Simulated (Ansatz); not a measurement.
The cluster Pd2Au⁺. Charge 1, multiplicity 5. Geometry PBE-D4/def2-TZVP; atoms count from 1.

Cartesian coordinates in Å:
```
Pd 0.938 1.116 0.371
Pd -0.084 -0.301 -1.471
Au -0.854 -0.815 1.101
```

In the def2 sets Au, Pd take a core potential; there is no spin–orbit coupling. At PBE0-D4/def2-TZVP a triplet of charge 1 lies 2.32 eV below the quintet, each at its own geometry. The structure comes from a short search, and lower isomers may exist.

(1) Estimate the Mulliken populations from the PBE0/def2-TZVP orbitals of Ansatz.

(2) Where does the spin sit?

(3) And the Mayer bond orders between bonded heavy atoms (over 0.3)?

## Answers

(1) 
```json
{"atom": "Pd1", "charge (e)": "0.33", "spin (α − β)": "1.54", "d electrons": "8.80"}
{"atom": "Pd2", "charge (e)": "0.33", "spin (α − β)": "1.54", "d electrons": "8.80"}
{"atom": "Au3", "charge (e)": "0.34", "spin (α − β)": "0.93", "d electrons": "9.56"}
```
Mulliken values and Mayer orders depend strongly on the basis.

(2) Summed by element: Pd 3.07, Au 0.93, of 4 unpaired in all. Largest on single atoms: Pd1 1.54, Pd2 1.54, Au3 0.93.

(3) Pd1–Pd2 1.21 (2.54 Å); Pd1–Au3 0.51 (2.73 Å); Pd2–Au3 0.51 (2.73 Å).
